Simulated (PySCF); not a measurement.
Be2H2, SMILES [BeH][BeH]. Heavy atoms are numbered as in [BeH:2][BeH:3]. Hydrogens are named by the atom that carries them.

Geometry optimised at PBE0-D3(BJ)/def2-TZVPD.

Method: M06-2X/def2-TZVPD in PySCF.

Mulliken values depend strongly on the basis, most of all with diffuse functions as here. Atomic charges (e), one atom of each kind:

```
atom       Mulliken    IAO
---------  --------  -----
H on Be2       0.08  -0.73
Be2 (BeH)     -0.08   0.73
```
